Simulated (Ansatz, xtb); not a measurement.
# Two isomers of C4H3NO2

Structure X: `O=c1cncco1`, a singlet. Structure Y: `C=C(C#N)C(=O)O`, a singlet. Both are isolated molecules in the gas phase, relaxed with PBE0-D3(BJ)/def2-SVP; the shapes shown needn't be the lowest conformers.

X (Å):

```csv
atom,x (Å),y (Å),z (Å)
C,-2.2907,-0.0151,-1.8998
C,-1.8569,-1.3280,-1.4004
C,-2.2582,-0.7436,0.7674
C,-2.6723,0.4852,0.3867
N,-1.8415,-1.6677,-0.1585
O,-2.3219,0.3448,-3.0382
O,-2.6944,0.8533,-0.8975
H,-1.5310,-2.0418,-2.1658
H,-2.2447,-1.0325,1.8196
H,-3.0169,1.2701,1.0634
```

Y (Å):

```
atom    x (Å)    y (Å)    z (Å)
   C  -3.2809  -1.3212  -1.4047
   C  -2.3943  -0.7927  -0.5472
   C  -1.7627  -1.5767   0.4718
   C  -2.0602   0.6648  -0.6670
   N  -1.2603  -2.2243   1.2908
   O  -2.5435   1.3924  -1.4917
   O  -1.1707   1.0508   0.2438
   H  -3.5605  -2.3751  -1.3629
   H  -3.7285  -0.6709  -2.1605
   H  -1.0066   1.9963   0.1042
```

Quicker runs give these differences E(Y) − E(X): GFN2-xTB +0.935 eV; HF/STO-3G +0.283 eV (at GFN2-xTB geometries); r2SCAN-D4/def2-SVP −0.022 eV (at GFN2-xTB geometries).

Question: Estimate E(Y) − E(X) at the level CCSD(T)/def2-SVP + ΔMP2/def2-TZVPP.

Answer: Calculated at CCSD(T)/def2-SVP + ΔMP2/def2-TZVPP: E(Y) − E(X) = −0.518 eV, so structure Y lies lower.

Level by level:

```tsv
level	geometry	E(Y) − E(X) (eV)	departure from the last row (eV)	job, with rough time for the two
GFN2-xTB	GFN2-xTB	+0.935	+1.453	optimisation, 0.27 s
HF/STO-3G	GFN2-xTB	+0.283	+0.801	single point, 0.62 s
r2SCAN-D4/def2-SVP	GFN2-xTB	−0.022	+0.496	single point, 4.3 s
PBE0-D3(BJ)/def2-SVP	PBE0-D3(BJ)/def2-SVP	−0.021	+0.497	optimisation, 38 s
HF/def2-SVP	PBE0-D3(BJ)/def2-SVP	−0.721	−0.202	part of the CCSD(T) run
MP2/def2-SVP	PBE0-D3(BJ)/def2-SVP	−0.646	−0.128	part of the CCSD(T) run
CCSD(T)/def2-SVP	PBE0-D3(BJ)/def2-SVP	−0.599	−0.081	single point
CCSD(T)/def2-SVP + ΔMP2/def2-TZVPP	PBE0-D3(BJ)/def2-SVP	−0.518		single point, 53 s
```

As drawn, Y has 1 C–C, 1 C≡N, 1 O–H in place of 1 C=N, 1 C–N, 1 C–O, 1 C–H. Structure X has a 6-membered ring, Y no ring.

GFN2-xTB, HF/STO-3G put the two in the other order. PBE0-D3(BJ)/def2-SVP finds them nearly level. The largest departure from CCSD(T)/def2-SVP + ΔMP2/def2-TZVPP is that of GFN2-xTB, 1.453 eV. The last row adds to CCSD(T) the change of the MP2 difference between the two basis sets, here +0.081 eV.

With thermal terms from frequencies at re-optimised GFN2-xTB minima (ideal gas, soft modes damped towards free rotors, one conformer each, 298.15 K, 1 atm): on the last row, ΔE + ΔZPE = −0.575, ΔH = −0.532, ΔG = −0.629 eV.

The correlated steps freeze 7 core orbitals. Programs: Ansatz 0.2.0, xtb 6.7.1; the last row on 2 threads of Intel(R) Xeon(R) Processor @ 2.70GHz on a shared host.
